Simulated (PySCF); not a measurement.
Solvent effects on NMR parameters

Structure with atom numbers: `[CH3:1][CH:2]([CH3:3])[c:4]1[cH:5][s:6][cH:7][n:8]1`. Each H is labelled by its parent atom.

GIAO PBE0/pcSseg-1 in PySCF 2.14.0 with density-fitted response routines on one PBE0-D3(BJ)/def2-SVP conformer, non-relativistic, equivalent nuclei averaged. Solvents enter as an IEF-PCM continuum (chloroform with ε = 4.7, acetonitrile with ε = 35.7) around the gas-phase geometry. Shifts are referred to TMS, CS2 computed in the same medium.

In chloroform, δ in ppm: C4 169.3, C7 160.7, C5 120.9, C2 34.8, C1/C3 25.4, S6 262.9, H(C7) 8.55, H(C5) 7.06, H(C2) 2.92, H(C1)/H(C3) 1.34. Dipole moment 1.59 D.

(1) How does each δ change in the more polar medium?

(2) Which nuclei move most (in ppm), and what does the model miss?

Results:

(1) 
```tsv
atoms	environment	Δδ, acetonitrile
C4	substituted aromatic carbon next to a ring nitrogen	+0.2
C7	aromatic CH between two ring heteroatoms	+1.4
C5	aromatic CH next to the ring sulfur	+1.0
C2	sp3 CH on an aromatic ring	-0.1
C1/C3	methyl carbon	+0.2
S6	aromatic ring sulfur	+1.1
H(C7)	hydrogen on an aromatic CH between two ring heteroatoms	+0.08
H(C5)	hydrogen on an aromatic CH next to the ring sulfur	+0.14
H(C2)	hydrogen on an sp3 CH on an aromatic ring	+0.08
H(C1)/H(C3)	hydrogen on a methyl carbon	-0.02
```

Changes are relative to chloroform. The dipole moment becomes 1.84 D in acetonitrile.

(2) C7 (aromatic CH between two ring heteroatoms, +1.4 ppm) in acetonitrile. A continuum only polarises the solute; specific hydrogen bonds, the anisotropy of aromatic solvents and changes of geometry or conformer are outside it.
